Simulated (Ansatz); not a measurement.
Coupled-cluster diagnostics for GeH2(OiPr)2 (C₆H₁₆GeO₂), Ansatz.

Geometry of the singlet (PBE-D4/def2-SVP):

```xyz
25

Ge    0.465    1.642    0.283
H     1.346    2.408   -0.734
H    -0.001    2.385    1.560
O     1.355    0.221    0.928
C     2.154   -0.588    0.049
C     1.603   -2.012    0.055
C     3.607   -0.516    0.515
H     2.097   -0.195   -0.997
H     1.609   -2.416    1.089
H     2.212   -2.681   -0.587
H     0.560   -2.027   -0.317
H     3.979    0.528    0.477
H     3.686   -0.870    1.563
H     4.265   -1.144   -0.119
O    -0.954    1.130   -0.692
C    -2.131    0.625   -0.041
C    -2.419   -0.779   -0.570
C    -3.282    1.597   -0.296
H    -1.964    0.556    1.063
H    -2.548   -0.750   -1.671
H    -3.342   -1.197   -0.118
H    -1.579   -1.462   -0.338
H    -3.048    2.598    0.118
H    -3.447    1.708   -1.388
H    -4.223    1.239    0.167
```

Correlated methods freeze 17 core orbitals; core or outer-core shells of Ge are correlated, in sets that lack core-valence functions.

(1) Estimate the CCSD(T) correlation energy, the shares of MP2 and (T), T1 and the reference's ⟨S²⟩ for: charge 0, singlet, own geometry in def2-TZVP; and the rough time on 2 threads of AMD EPYC 7R13 on a shared host and a share (18 GiB) of an NVIDIA H100 80GB HBM3.

Results:

(1) 
| state | basis | correlation (eV) | MP2 share (%) | (T) share (%) | T1 | ⟨S²⟩ (pure) | wall time |
| --- | --- | --- | --- | --- | --- | --- | --- |
| charge 0, singlet, own geometry | def2-TZVP | -51.608 | 92.0 | 3.8 | 0.012 | 0.00 (0.00) | 35 s |
Customary marks for T1 are 0.02 (closed shells), 0.045 (open shells) and about 0.05 (3d metals). T1 stays under 0.02 throughout.
